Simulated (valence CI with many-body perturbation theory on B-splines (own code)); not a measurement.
F4+: electric-dipole lines

Computed by relativistic CI+MBPT: three valence electrons over a frozen Dirac-Fock core [He], radial functions for each j: 11 s, 11 p, 10 d, 8 f, 5 g, 2 h, with the one-electron correlation potential Σ1, the two-electron term Σ2, the three-electron term Σ3, Breit, model QED; selected CI, second order for the rest, scaled by the run's own slope (own B-spline code, finite nucleus).

Against 37 measured levels this calculation errs by 112 cm⁻¹ on average and by 258 at most. These come from a selection out of Moore, Atomic Energy Levels, vol. I, NSRDS-NBS 35 (1971 reprint of NBS Circular 467, 1949), an old analysis. Levels without a partner in it may be off by more.

Lines 351 to 400 of 596 in falling wavelength, among levels below 859460 cm⁻¹, chosen from the strongest by gf and those to the six lowest levels. Wavelengths and rates use the calculated energies, so an error of 100 cm⁻¹ moves a line at 60.53 nm by 0.061 % and its rate by three times that or more. Electric multipoles are in the length gauge, E1 and E2 with the static RPA response of the core. Weak lines are less certain than strong ones. Lines between different terms over intervals too small for the method are left out, as are lines whose strength nearly cancels. Where a level lies close to another of its J and parity, the split of strength between their lines is uncertain. The highest levels of a list are the least certain.

Names give the largest LS component (configuration and term), which can be under half, so a name can repeat, a term be missing and a line seem to break the LS rules; names also repeat where a configuration has a term twice. Letters in brackets count levels of one name in rising energy.

| λ vac (nm) | λ from measured levels | Upper | Lower | A (s⁻¹) | S (a.u.) with core polarisation | S without |
| --- | --- | --- | --- | --- | --- | --- |
| 62.38 |  | 2p2 3d 4D_7/2 | 2s 2p 3d 4D°_7/2 | 8.58e+08 | 8.23e-01 | 8.26e-01 |
| 62.31 |  | 2s 2p 4d 2P°_1/2 | 2s 2p 3p 2S_1/2 [a] | 1.68e+09 | 4.01e-01 | 4.01e-01 |
| 61.42 |  | 2p2 3s 4P_3/2 | 2s 2p 3s 4P°_5/2 | 1.34e+09 | 6.15e-01 | 6.21e-01 |
| 61.35 |  | 2p2 3s 4P_1/2 | 2s 2p 3s 4P°_3/2 | 2.50e+09 | 5.70e-01 | 5.75e-01 |
| 61.33 |  | 2p2 3d 4F_5/2 | 2s 2p 3d 4F°_7/2 | 6.02e+08 | 4.11e-01 | 4.13e-01 |
| 61.32 |  | 2p2 3d 4F_9/2 | 2s 2p 3d 4F°_9/2 | 2.82e+09 | 3.21e+00 | 3.22e+00 |
| 61.30 |  | 2p2 3p 4S°_3/2 | 2s 2p 3p 4P_5/2 | 1.57e+09 | 7.14e-01 | 7.21e-01 |
| 61.28 |  | 2p2 3d 4F_7/2 | 2s 2p 3d 4F°_7/2 | 2.20e+09 | 2.00e+00 | 2.01e+00 |
| 61.27 |  | 2p2 3s 4P_5/2 | 2s 2p 3s 4P°_5/2 | 2.11e+09 | 1.44e+00 | 1.45e+00 |
| 61.25 |  | 2p2 3d 4F_5/2 | 2s 2p 3d 4F°_5/2 | 1.93e+09 | 1.32e+00 | 1.32e+00 |
| 61.22 |  | 2s 2p 4f 4F_3/2 [b] | 2s 2p 3d 4F°_3/2 | 2.26e+09 | 1.02e+00 | 1.03e+00 |
| 61.21 |  | 2p2 3p 4S°_3/2 | 2s 2p 3p 4P_3/2 | 1.08e+09 | 4.88e-01 | 4.93e-01 |
| 61.20 |  | 2p2 3d 4F_7/2 | 2s 2p 3d 4F°_5/2 | 4.14e+08 | 3.75e-01 | 3.77e-01 |
| 61.15 |  | 2p2 3s 4P_3/2 | 2s 2p 3s 4P°_1/2 | 1.26e+09 | 5.71e-01 | 5.76e-01 |
| 61.09 |  | 2p2 3s 4P_5/2 | 2s 2p 3s 4P°_3/2 | 9.13e+08 | 6.16e-01 | 6.22e-01 |
| 60.53 | 60.51 | 2s 2p 4d 2D°_5/2 | 2s 2p 3p 2D_5/2 [a] | 7.02e+08 | 4.61e-01 | 4.61e-01 |
| 60.38 | 60.36 | 2s 2p 4d 2D°_3/2 | 2s 2p 3p 2D_3/2 [a] | 8.47e+08 | 3.68e-01 | 3.68e-01 |
| 60.00 |  | 2p2 3d 4D_7/2 | 2s 2p 3d 4F°_9/2 | 6.42e+08 | 5.47e-01 | 5.53e-01 |
| 59.90 |  | 2p2 3d 4D_5/2 | 2s 2p 3d 4F°_7/2 | 5.98e+08 | 3.81e-01 | 3.85e-01 |
| 59.27 |  | 2s2 6f 2F°_7/2 | 2s 2p 3p 2D_5/2 [a] | 9.19e+08 | 7.55e-01 | 7.55e-01 |
| 59.14 |  | 2s2 6f 2F°_5/2 | 2s 2p 3p 2D_3/2 [a] | 8.72e+08 | 5.34e-01 | 5.34e-01 |
| 58.99 |  | 2s 2p 4d 4D°_3/2 | 2s 2p 3p 4P_3/2 | 1.35e+09 | 5.45e-01 | 5.45e-01 |
| 58.98 |  | 2s 2p 4d 4D°_7/2 | 2s 2p 3p 4P_5/2 | 2.98e+09 | 2.41e+00 | 2.41e+00 |
| 58.96 |  | 2s 2p 4d 4D°_5/2 | 2s 2p 3p 4P_3/2 | 2.37e+09 | 1.44e+00 | 1.44e+00 |
| 58.93 |  | 2s 2p 4d 4D°_1/2 | 2s 2p 3p 4P_1/2 | 2.64e+09 | 5.33e-01 | 5.33e-01 |
| 58.92 |  | 2s 2p 4d 4D°_3/2 | 2s 2p 3p 4P_1/2 | 1.52e+09 | 6.14e-01 | 6.14e-01 |
| 58.59 |  | 2s 2p 4d 4P°_5/2 | 2s 2p 3p 4P_5/2 | 1.32e+09 | 7.83e-01 | 7.83e-01 |
| 58.33 | 58.34 | 2s 2p 4d 2F°_7/2 | 2s 2p 3p 2D_5/2 [a] | 2.13e+09 | 1.67e+00 | 1.67e+00 |
| 58.27 | 58.28 | 2s 2p 4d 2F°_5/2 | 2s 2p 3p 2D_3/2 [a] | 1.79e+09 | 1.05e+00 | 1.05e+00 |
| 56.62 |  | 2s 2p 4d 4P°_5/2 | 2s 2p 3p 4S_3/2 | 1.78e+09 | 9.57e-01 | 9.57e-01 |
| 56.57 |  | 2s 2p 4d 4P°_3/2 | 2s 2p 3p 4S_3/2 | 1.86e+09 | 6.63e-01 | 6.63e-01 |
| 56.53 |  | 2s 2p 4d 4P°_1/2 | 2s 2p 3p 4S_3/2 | 1.84e+09 | 3.28e-01 | 3.28e-01 |
| 56.03 |  | 2s2 4d 2D_5/2 | 2s2 3p 2P°_3/2 | 4.42e+09 | 2.30e+00 | 2.31e+00 |
| 55.98 |  | 2s2 4d 2D_3/2 | 2s2 3p 2P°_1/2 | 3.69e+09 | 1.28e+00 | 1.28e+00 |
| 55.73 |  | 2s 2p 4d 4F°_7/2 | 2s 2p 3p 4D_7/2 | 5.50e+08 | 3.76e-01 | 3.76e-01 |
| 55.67 |  | 2s 2p 4d 4F°_5/2 | 2s 2p 3p 4D_5/2 | 1.01e+09 | 5.14e-01 | 5.14e-01 |
| 55.64 |  | 2s 2p 4d 4F°_3/2 | 2s 2p 3p 4D_3/2 | 1.19e+09 | 4.03e-01 | 4.03e-01 |
| 55.63 |  | 2s 2p 4d 4F°_9/2 | 2s 2p 3p 4D_7/2 | 4.53e+09 | 3.85e+00 | 3.85e+00 |
| 55.60 |  | 2s 2p 4d 4F°_7/2 | 2s 2p 3p 4D_5/2 | 3.96e+09 | 2.69e+00 | 2.69e+00 |
| 55.59 |  | 2s 2p 4d 4F°_5/2 | 2s 2p 3p 4D_3/2 | 3.40e+09 | 1.73e+00 | 1.73e+00 |
| 55.59 |  | 2s 2p 4d 4F°_3/2 | 2s 2p 3p 4D_1/2 | 3.13e+09 | 1.06e+00 | 1.06e+00 |
| 55.09 |  | 2s 2p 3d 2F°_7/2 [b] | 2s2 3d 2D_5/2 | 3.88e+09 | 2.56e+00 | 2.58e+00 |
| 55.08 |  | 2s 2p 3d 2F°_5/2 [b] | 2s2 3d 2D_3/2 | 3.62e+09 | 1.79e+00 | 1.81e+00 |
| 54.80 |  | 2s 2p 4d 4D°_7/2 | 2s 2p 3p 4D_7/2 | 7.28e+08 | 4.73e-01 | 4.73e-01 |
| 53.98 |  | 2s 2p 4d 2D°_5/2 | 2s 2p 3p 2P_3/2 [a] | 2.39e+09 | 1.11e+00 | 1.11e+00 |
| 53.94 |  | 2s 2p 4d 2D°_3/2 | 2s 2p 3p 2P_1/2 [a] | 2.21e+09 | 6.85e-01 | 6.85e-01 |
| 53.94 | 53.98 | 2s 2p 3d 2D°_3/2 [b] | 2s2 3d 2D_3/2 | 3.23e+09 | 1.00e+00 | 1.01e+00 |
| 53.93 | 53.98 | 2s 2p 3d 2D°_5/2 [b] | 2s2 3d 2D_5/2 | 3.35e+09 | 1.56e+00 | 1.57e+00 |
| 53.72 |  | 2s 2p 3p 2D_5/2 [b] | 2s2 3p 2P°_3/2 | 2.04e+09 | 9.39e-01 | 9.49e-01 |
| 53.68 |  | 2s 2p 3p 2D_3/2 [b] | 2s2 3p 2P°_1/2 | 1.75e+09 | 5.36e-01 | 5.42e-01 |
